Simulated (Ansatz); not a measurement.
A nudged elastic band was laid between two geometries of C$_{4}$H$_{11}$NSi (17 atoms, charge 0, multiplicity 1).

Theory: RKS PBE/6-31G* (Ansatz).

```
movable images  : 5
climbing image  : yes
spring          : 5.0 eV/Å²
optimiser       : quadratic models (default)
start path      : through a guess of the saddle point
force threshold : 0.03 eV/Å
iteration limit : 60
end points      : relaxed
```

First end point:

```xyz
17
Properties=species:S:1:pos:R:3
C -1.308 -1.764 -1.634
C -1.084 -0.876 -0.439
C 0.126 -0.441 0.012
N 1.348 -0.700 -0.643
Si 0.222 0.724 1.494
C 0.723 2.487 1.018
H -2.209 -2.388 -1.501
H -1.451 -1.188 -2.570
H -0.460 -2.455 -1.811
H -1.978 -0.531 0.093
H 1.301 -1.434 -1.355
H 2.130 -0.877 -0.009
H 1.251 0.179 2.457
H -1.114 0.711 2.179
H -0.036 2.948 0.364
H 1.681 2.482 0.472
H 0.840 3.122 1.914
```

Last end point:

```xyz
17
Properties=species:S:1:pos:R:3
C -1.300 -1.893 -1.589
C -1.150 -0.917 -0.452
C 0.029 -0.403 -0.002
N 1.289 -0.783 -0.506
Si 0.036 0.772 1.476
C 1.020 2.354 1.107
H -1.221 -2.947 -1.257
H -2.283 -1.784 -2.079
H -0.531 -1.748 -2.374
H -2.065 -0.630 0.078
H 1.258 -1.284 -1.398
H 1.973 -0.025 -0.552
H 0.642 0.115 2.688
H -1.394 1.111 1.788
H 0.602 2.891 0.239
H 2.082 2.136 0.897
H 0.994 3.035 1.975
```

Question: Which bonds break or form, and what moves?

Answer: No bond is made or broken. The height of N4 over the plane of its neighbours goes from -0.31 to 0.30 Å.

Question: What energy profile does the band end with?

Answer: The forces met the threshold. The highest image is number 3 of 0 to 6, 1.9 kcal/mol above the first end and 1.4 kcal/mol above the last; the last end lies 0.5 kcal/mol above the first. A vibrational analysis at the climbing image gives one clearly imaginary mode, 480i cm⁻¹: a first-order saddle point.

```
image  path coordinate (Å)  energy (kcal/mol)  height of N4 over the plane of its neighbours (Å)
    0                 0.00                0.0                                              -0.31
    1                 1.06                0.4                                              -0.32
    2                 2.13                0.4                                              -0.31
    3                 3.19                1.9                                               0.00
    4                 3.55                0.7                                               0.29
    5                 3.92                0.5                                               0.30
    6                 4.28                0.5                                               0.30
```

Question: What is the geometry of the highest image?

Answer: 
```xyz
17
Properties=species:S:1:pos:R:3:forces:R:3
C -1.313 -1.783 -1.640 0.00 0.00 0.00
C -1.173 -0.841 -0.472 0.00 0.01 0.00
C 0.031 -0.427 0.024 0.00 -0.01 0.01
N 1.242 -0.849 -0.507 0.00 0.00 0.00
Si 0.075 0.768 1.481 0.00 0.00 0.00
C 0.960 2.390 1.050 0.00 0.00 0.00
H -0.953 -2.806 -1.404 0.00 0.00 0.00
H -2.363 -1.877 -1.961 0.00 0.00 0.00
H -0.734 -1.440 -2.523 0.00 0.00 0.00
H -2.083 -0.474 0.009 0.00 0.00 0.00
H 1.275 -1.500 -1.286 0.00 0.00 0.00
H 2.130 -0.518 -0.152 0.00 0.00 0.00
H 0.797 0.140 2.647 0.00 0.00 0.00
H -1.344 1.032 1.891 0.00 0.00 0.00
H 0.445 2.911 0.227 0.00 0.00 0.00
H 2.002 2.209 0.734 0.00 0.00 0.00
H 0.988 3.065 1.922 0.00 0.00 0.00
```

Question: What are the harmonic wavenumbers there?

Answer: 480i, 30, 49, 110, 137, 203, 230, 278, 325, 407, 472, 554, 657, 687, 710, 711, 743, 869, 892, 906, 947, 1008, 1072, 1103, 1212, 1274, 1347, 1396, 1445, 1447, 1468, 1478, 1618, 1636, 2141, 2186, 2930, 2970, 2989, 3063, 3069, 3079, 3137, 3540, 3659 cm⁻¹.

The run took 6.6 min on 2 threads of Arm Neoverse V1, on a shared host, peak memory 0.18 GiB.
